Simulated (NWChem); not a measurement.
Molecule: C2H5FSi2; SMILES C#C[SiH2][SiH2]F

```xyz
10

C     -1.1234    -2.7636    -0.2022
C     -0.2714    -1.9174    -0.0036
Si     0.9713    -0.5995     0.2745
Si     0.0967     1.4724    -0.4020
F     -1.1472     1.8712     0.5750
H     -1.8738    -3.5153    -0.3744
H      2.1940    -0.8862    -0.5377
H      1.3480    -0.5590     1.7188
H      1.1322     2.5427    -0.2902
H     -0.4093     1.4132    -1.8041
```
Atoms are numbered in this order, from 1.

Level: PBE0/def2-SVP (NWChem), optimised geometry, unscaled harmonic frequencies. 

```
frequency (cm⁻¹)  IR intensity (km/mol)
----------------  ---------------------
43                                  1.5
85                                  0.9
162                                 5.0
239                                 6.4
297                                25.6
410                                 9.9
442                                45.1
547                                11.3
647                                22.4
720                                24.5
736                                 8.8
741                                31.0
751                                26.7
790                               318.0
853                                28.8
903                               211.6
922                                69.0
948                               105.7
2164                               34.1
2222                               57.3
2236                              102.8
2239                               60.5
2250                              136.3
3473                               62.1
```

The zero-point energy comes out as 35.5 kcal/mol, the thermal correction to the enthalpy at 298.15 K (with zero-point energy) comes out as 40.8 kcal/mol and the heat capacity Cv is 25.9 cal/(mol K). The entropy at 298.15 K and 1 atm (symmetry number 1) is 86.7 cal/(mol K). The dipole moment is 1.29 D.

Rigid rotor and harmonic oscillator; modes under 100 cm⁻¹ make the entropy uncertain.
